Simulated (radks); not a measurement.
Mo III, 40 electrons, occupied as [Kr] 4d4 (the NIST ground configuration).

All-electron calculation, scalar-relativistic Kohn-Sham, TASK exchange with Perdew-Wang LDA correlation, spin-polarised, spherical densities, finite nucleus; open shells are filled with parallel spins first (spin-orbit coupling, left out, can overturn this in heavy ions); meta-GGA in the generalised Kohn-Sham scheme; Fermi nuclear charge, rms radius 4.4091 fm. Program: a radial shooting solver on a logarithmic mesh with Libxc functionals.

Energy parts (hartree):
part                       energy
total                 -4047.49355
kinetic                4172.46311
electron-nucleus      -9728.86343
Hartree                1631.45722
exchange-correlation   -122.55046

Orbitals (lengths in bohr, moments of r in powers of bohr; r(90%) holds 90 % of the orbital's charge):
orbital  occ.  eigenvalue (hartree)      <r>   <1/r>     <r^2>  r(90%)
1s up       1             -730.7873  0.03521   43.51  0.001673  0.0631
1s down     1             -730.7891  0.03521   43.51  0.001673  0.0631
2s up       1             -104.3937   0.1539   9.807   0.02793   0.238
2s down     1             -104.3667   0.1539   9.808   0.02793   0.238
2p up       3             -93.35481   0.1341   9.526   0.02199   0.219
2p down     3             -93.33533   0.1341   9.527   0.02198   0.219
3s up       1             -18.54731   0.4290   3.373    0.2110   0.634
3s down     1             -18.53705   0.4291   3.372    0.2111   0.634
3p up       3             -14.90276   0.4305   3.207    0.2159   0.651
3p down     3             -14.89042   0.4306   3.206    0.2159   0.651
3d up       5              -8.95345   0.4151   2.970    0.2075   0.664
3d down     5              -8.93033   0.4150   2.970    0.2072   0.663
4s up       1              -3.18295    1.119   1.218     1.421    1.63
4s down     1              -3.05920    1.107   1.235     1.389    1.61
4p up       3              -2.20127    1.242   1.081     1.766    1.84
4p down     3              -2.05631    1.221   1.102     1.706    1.81
4d up       4              -0.80999    1.669  0.7884     3.284    2.59

The highest occupied level is 4d up at -22.041 eV. Spin moment in Bohr magnetons: 4. The spin density at the nucleus is -4.804 e/bohr^3 (1s 0.119, 2s -1.318, 3s 1.084, 4s -4.688). Summed over all electrons, <r^2> = 30.34 bohr^2, which gives a Langevin (diamagnetic) susceptibility term of -24 x 10^-6 cm^3/mol.

Empty levels of this run are not shown, since the potential may be unsettled where no density lies.
